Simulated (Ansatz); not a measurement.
Input file for Ansatz (a program for electronic structure): R-wB97X-V/def2-TZVPP on FH4NSi (SMILES N[SiH2]F), a point of a torsion scan.

Ansatz 0.2 input:
```yaml
crystal:
  periodic: [false, false, false]
  atoms:
    - {symbol: N, position_ang: [1.03137397, -0.11142029, -0.19625397]}
    - {symbol: Si, position_ang: [-0.64863910, 0.08422733, 0.08628298]}
    - {symbol: F, position_ang: [-1.41978052, -0.65243012, -1.11885596]}
    - {symbol: H, position_ang: [1.51973279, -0.90885470, 0.17568399]}
    - {symbol: H, position_ang: [1.63488216, 0.69273877, -0.19077384]}
    - {symbol: H, position_ang: [-0.98053156, 1.49152041, -0.04075227]}
    - {symbol: H, position_ang: [-1.13708144, -0.58960784, 1.27969171]}
basis:
  gaussian:
    orbitals: def2-TZVPP
hamiltonian:
  xc: {name: wB97X-V}
scf: {lower_state_search: off}
```

The head of its log:

```
WARN ansatz: RAYON_NUM_THREADS=1 ignored (pool sized by the plan → 1); use --threads N
Functional definition: wB97X-V
these checks for a lower state are left out or cut short: stability, starts, cluster_reference, orbital_swaps, neighbouring_geometries, increment
integrals: 0.08 GiB planned
838 factors; their error is unknown
integrals: 0.12 GiB planned
193 factors; integrals over basis functions are off by at most 1.1e-5 eV
mean field: 0.73 GiB planned
mean field evaluation 1: about -12146.9606 eV, gradient 5.3e1 eV
mean field evaluation 2: about -12147.1174 eV, gradient 5.3e1 eV
```

Predict the final total energy.

-446.5680 hartree.
